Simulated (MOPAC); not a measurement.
MOPAC input (PM7):

```
PM7 FORCE THERMO(298,298) PRECISE LET CHARGE=-1 GEO-OK AUX(PRECISION=9) THREADS=1
C4H3N2

C    -0.33163727 1   -1.39544481 1   -0.17964425 1
C    -1.32790444 1   -0.37041638 1   -0.07840731 1
C    -0.92675658 1    0.93803757 1    0.09227890 1
N     0.39257897 1    1.28461614 1    0.16753836 1
C     1.27899918 1    0.26720772 1    0.06451655 1
N     0.95884811 1   -1.03686775 1   -0.10362440 1
H    -2.36066392 1   -0.65912839 1   -0.13945991 1
H    -1.62262174 1    1.77181939 1    0.17746517 1
H     2.33675413 1    0.53605592 1    0.12374799 1
```

From the output:

```
     H    9   0.023965   0.019315   4.359290

          HEAT OF FORMATION =      43.926028 KCALS/MOLE

          ZERO POINT ENERGY      38.330 KCAL/MOL

           NORMAL COORDINATE ANALYSIS (Total motion = 1 Angstrom)

   Root No.       1         2         3         4         5         6         7         8

                 1 A"      2 A"      1 A'      2 A'      3 A"      4 A"      5 A"      3 A'

                 279.1     358.8     624.8     639.7     679.2     847.5     974.2     978.1

   x  C    1   -0.0000    0.0000    0.0969   -0.0601    0.0000    0.0000   -0.0000    0.0858
   y  C    1    0.0000   -0.0000    0.1582    0.0103   -0.0000   -0.0000    0.0000    0.1077
   z  C    1   -0.0377    0.1505   -0.0000   -0.0000    0.0792    0.0142   -0.0177    0.0000
   x  C    2    0.0000   -0.0000    0.0930   -0.0373   -0.0000   -0.0000    0.0000    0.0012
   y  C    2   -0.0000    0.0000   -0.0394    0.1331    0.0000    0.0000   -0.0000   -0.0678
   z  C    2    0.0891   -0.0222   -0.0000    0.0000   -0.0448   -0.0529    0.0453   -0.0000
   x  C    3   -0.0000   -0.0000    0.0732    0.1327    0.0000   -0.0000   -0.0000   -0.0991
   y  C    3    0.0000    0.0000   -0.0497    0.0352   -0.0000    0.0000    0.0000   -0.0042
   z  C    3   -0.0600   -0.0864    0.0000    0.0000    0.0450   -0.0484   -0.0103    0.0000
   x  N    4   -0.0000    0.0000   -0.0735    0.0441   -0.0000    0.0000    0.0000    0.0655
   y  N    4    0.0000   -0.0000   -0.1284   -0.0222    0.0000   -0.0000   -0.0000    0.1079
   z  N    4   -0.0181    0.1343    0.0000    0.0000   -0.0667    0.0269    0.0284    0.0000
   x  C    5    0.0000   -0.0000   -0.0712    0.0415    0.0000   -0.0000   -0.0000    0.0538
   y  C    5   -0.0000    0.0000    0.0279   -0.1149   -0.0000    0.0000    0.0000   -0.0853
   z  C    5    0.0782   -0.0357    0.0000   -0.0000    0.0502   -0.0251   -0.1195   -0.0000
   x  N    6   -0.0000   -0.0000   -0.0969   -0.1184   -0.0000    0.0000    0.0000   -0.0931
   y  N    6    0.0000    0.0000    0.0394   -0.0333    0.0000   -0.0000   -0.0000   -0.0407
   z  N    6   -0.0610   -0.1062   -0.0000   -0.0000   -0.0705    0.0102    0.0348    0.0000
   x  H    7    0.0000   -0.0000   -0.0190   -0.0896   -0.0000    0.0000   -0.0000   -0.0167
   y  H    7   -0.0000    0.0000   -0.0938    0.0939    0.0000   -0.0000    0.0000   -0.0755
   z  H    7    0.2289   -0.1147   -0.0000    0.0000   -0.1406    0.4247   -0.1917   -0.0000
   x  H    8   -0.0000   -0.0000    0.0590    0.1238    0.0000    0.0000   -0.0000   -0.0823
   y  H    8    0.0000    0.0000    0.0887   -0.0009   -0.0000   -0.0000    0.0000   -0.1514
   z  H    8   -0.1933   -0.2683    0.0000    0.0000    0.2189    0.2887   -0.0111   -0.0000
   x  H    9    0.0000   -0.0000    0.0396    0.0834    0.0000    0.0000    0.0000   -0.0137
   y  H    9   -0.0000    0.0000    0.0849   -0.0798   -0.0000   -0.0000   -0.0000   -0.1162
   z  H    9    0.2336   -0.0817    0.0000   -0.0000    0.2840    0.1088    0.5413   -0.0000

   Root No.       9        10        11        12        13        14        15        16

                 6 A"      4 A'      5 A'      6 A'      7 A'      8 A'      9 A'     10 A'

                1004.5    1090.1    1116.2    1237.0    1265.2    1316.2    1392.8    1471.1

   x  C    1   -0.0000   -0.1322   -0.0048   -0.0136   -0.0244    0.0052    0.0413   -0.0260
   y  C    1    0.0000   -0.0111   -0.0625    0.0490    0.0440   -0.0010   -0.0102    0.0538
   z  C    1   -0.0119    0.0000    0.0000    0.0000    0.0000    0.0000    0.0000    0.0000
   x  C    2    0.0000    0.1328    0.0347   -0.0120   -0.0024    0.0159   -0.0789   -0.0678
   y  C    2   -0.0000   -0.0581   -0.0297    0.0219    0.0255    0.0431   -0.0115   -0.0831
   z  C    2    0.0695   -0.0000   -0.0000   -0.0000    0.0000    0.0000    0.0000   -0.0000
   x  C    3   -0.0000    0.0363   -0.0328   -0.0682   -0.0010   -0.0206    0.0213    0.0910
   y  C    3    0.0000   -0.0462    0.0335    0.0114   -0.0370   -0.0214   -0.0384   -0.0014
   z  C    3   -0.0925   -0.0000   -0.0000   -0.0000   -0.0000   -0.0000   -0.0000   -0.0000
   x  N    4    0.0000   -0.0294    0.0354   -0.0445   -0.0202   -0.0315    0.0598   -0.0428
   y  N    4   -0.0000    0.0768   -0.0186   -0.0504   -0.0117    0.0111    0.0055    0.0702
   z  N    4    0.0109    0.0000   -0.0000   -0.0000   -0.0000    0.0000   -0.0000   -0.0000
   x  C    5    0.0000    0.0623   -0.0132    0.0872    0.0274    0.0262   -0.0111   -0.0488
   y  C    5   -0.0000    0.0352   -0.0124   -0.0563    0.0231    0.0609    0.0848   -0.0577
   z  C    5    0.0231    0.0000   -0.0000   -0.0000    0.0000    0.0000    0.0000   -0.0000
   x  N    6   -0.0000   -0.0512   -0.0645    0.0403    0.0098   -0.0135   -0.0401    0.0514
   y  N    6    0.0000   -0.0162    0.0589   -0.0036   -0.0281   -0.0852   -0.0634   -0.0084
   z  N    6   -0.0030   -0.0000    0.0000    0.0000    0.0000   -0.0000    0.0000    0.0000
   x  H    7   -0.0000    0.0019    0.3816    0.0637    0.3278   -0.0702    0.1192    0.1847
   y  H    7    0.0000   -0.1118    0.1625    0.0670    0.1973   -0.0094    0.0779    0.0500
   z  H    7   -0.2574   -0.0000   -0.0000   -0.0000    0.0000    0.0000    0.0000   -0.0000
   x  H    8    0.0000    0.0135   -0.0168   -0.0878    0.0043   -0.0143   -0.0049    0.0664
   y  H    8   -0.0000    0.2585   -0.0064    0.3803   -0.2045   -0.1928    0.4004    0.0230
   z  H    8    0.4097    0.0000   -0.0000    0.0000   -0.0000   -0.0000    0.0000   -0.0000
   x  H    9   -0.0000   -0.0780    0.2312    0.1607   -0.1843    0.3904   -0.0621    0.2419
   y  H    9    0.0000   -0.0347    0.1326   -0.0062   -0.1027    0.2598    0.0333    0.1211
   z  H    9   -0.1219    0.0000    0.0000    0.0000   -0.0000    0.0000    0.0000    0.0000

   Root No.      17        18        19        20        21

                11 A'     12 A'     13 A'     14 A'     15 A'

                1606.0    1635.4    2746.8    2753.4    2795.9

   x  C    1   -0.1543    0.0041   -0.0004    0.0016    0.0050
   y  C    1    0.1302   -0.0111    0.0024    0.0003   -0.0027
   z  C    1    0.0000   -0.0000    0.0000    0.0000    0.0000
   x  C    2    0.0784   -0.0599    0.0007   -0.0017    0.0265
   y  C    2   -0.0310   -0.1250   -0.0022   -0.0057   -0.0555
   z  C    2   -0.0000   -0.0000    0.0000    0.0000    0.0000
   x  C    3   -0.0565    0.0462   -0.0005   -0.0611    0.0081
   y  C    3    0.1286    0.1957    0.0021   -0.0074   -0.0046
   z  C    3    0.0000    0.0000    0.0000    0.0000    0.0000
   x  N    4    0.1679   -0.0531    0.0055   -0.0072   -0.0011
   y  N    4   -0.0844   -0.0571   -0.0044    0.0033    0.0019
   z  N    4   -0.0000   -0.0000   -0.0000   -0.0000   -0.0000
   x  C    5   -0.1411    0.1229    0.0316    0.0033   -0.0000
   y  C    5    0.0091    0.0765   -0.0552   -0.0011    0.0029
   z  C    5    0.0000    0.0000   -0.0000   -0.0000   -0.0000
   x  N    6    0.0655   -0.0399    0.0010    0.0001   -0.0014
   y  N    6   -0.1216   -0.0377   -0.0064   -0.0004   -0.0000
   z  N    6   -0.0000   -0.0000   -0.0000   -0.0000   -0.0000
   x  H    7   -0.0149   -0.0136   -0.0149   -0.0366   -0.3797
   y  H    7   -0.0258   -0.0870    0.0285    0.0692    0.7185
   z  H    7   -0.0000   -0.0000    0.0000    0.0000    0.0000
   x  H    8   -0.0026    0.0570   -0.0157    0.8292   -0.0736
   y  H    8    0.0179   -0.1557    0.0001    0.0461   -0.0045
   z  H    8    0.0000   -0.0000    0.0000   -0.0000    0.0000
   x  H    9    0.0344   -0.1002   -0.4332   -0.0042    0.0151
   y  H    9    0.0468   -0.0604    0.7522    0.0094   -0.0267
   z  H    9    0.0000    0.0000    0.0000   -0.0000   -0.0000

           MASS-WEIGHTED COORDINATE ANALYSIS (NORMAL COORDINATES)

   Root No.       1         2         3         4         5         6         7         8

                 1 A"      2 A"      1 A'      2 A'      3 A"      4 A"      5 A"      3 A'

                 279.1     358.8     624.8     639.7     679.2     847.5     974.2     978.1

   x  C    1   -0.0000    0.0000    0.3080   -0.2114    0.0000    0.0000   -0.0000    0.3065
   y  C    1    0.0000   -0.0000    0.5028    0.0361   -0.0000   -0.0000    0.0000    0.3849
   z  C    1   -0.1989    0.5541   -0.0000   -0.0000    0.4161    0.0816   -0.0816    0.0000
   x  C    2    0.0000   -0.0000    0.2957   -0.1310   -0.0000   -0.0000    0.0000    0.0042
   y  C    2   -0.0000    0.0000   -0.1252    0.4680    0.0000    0.0000   -0.0000   -0.2423
   z  C    2    0.4703   -0.0819   -0.0000    0.0000   -0.2350   -0.3052    0.2093   -0.0000
   x  C    3   -0.0000   -0.0000    0.2326    0.4665    0.0000   -0.0000   -0.0000   -0.3541
   y  C    3    0.0000    0.0000   -0.1578    0.1237   -0.0000    0.0000    0.0000   -0.0149
   z  C    3   -0.3164   -0.3180    0.0000    0.0000    0.2362   -0.2793   -0.0474    0.0000
   x  N    4   -0.0000    0.0000   -0.2521    0.1673   -0.0000    0.0000    0.0000    0.2526
   y  N    4    0.0000   -0.0000   -0.4404   -0.0843    0.0000   -0.0000   -0.0000    0.4162
   z  N    4   -0.1032    0.5340    0.0000    0.0000   -0.3784    0.1677    0.1417    0.0000
   x  C    5    0.0000   -0.0000   -0.2261    0.1461    0.0000   -0.0000   -0.0000    0.1923
   y  C    5   -0.0000    0.0000    0.0888   -0.4040   -0.0000    0.0000    0.0000   -0.3048
   z  C    5    0.4127   -0.1314    0.0000   -0.0000    0.2636   -0.1448   -0.5525   -0.0000
   x  N    6   -0.0000   -0.0000   -0.3326   -0.4495   -0.0000    0.0000    0.0000   -0.3592
   y  N    6    0.0000    0.0000    0.1350   -0.1265    0.0000   -0.0000   -0.0000   -0.1570
   z  N    6   -0.3477   -0.4222   -0.0000   -0.0000   -0.3999    0.0637    0.1740    0.0000
   x  H    7    0.0000   -0.0000   -0.0175   -0.0913   -0.0000    0.0000   -0.0000   -0.0173
   y  H    7   -0.0000    0.0000   -0.0864    0.0956    0.0000   -0.0000    0.0000   -0.0781
   z  H    7    0.3499   -0.1224   -0.0000    0.0000   -0.2138    0.7095   -0.2567   -0.0000
   x  H    8   -0.0000   -0.0000    0.0543    0.1261    0.0000    0.0000   -0.0000   -0.0852
   y  H    8    0.0000    0.0000    0.0816   -0.0009   -0.0000   -0.0000    0.0000   -0.1568
   z  H    8   -0.2955   -0.2862    0.0000    0.0000    0.3330    0.4823   -0.0148   -0.0000
   x  H    9    0.0000   -0.0000    0.0365    0.0849    0.0000    0.0000    0.0000   -0.0142
   y  H    9   -0.0000    0.0000    0.0782   -0.0813   -0.0000   -0.0000   -0.0000   -0.1203
   z  H    9    0.3571   -0.0872    0.0000   -0.0000    0.4320    0.1817    0.7250   -0.0000

   Root No.       9        10        11        12        13        14        15        16

                 6 A"      4 A'      5 A'      6 A'      7 A'      8 A'      9 A'     10 A'
```

The dipole moment of an ion depends on the origin.
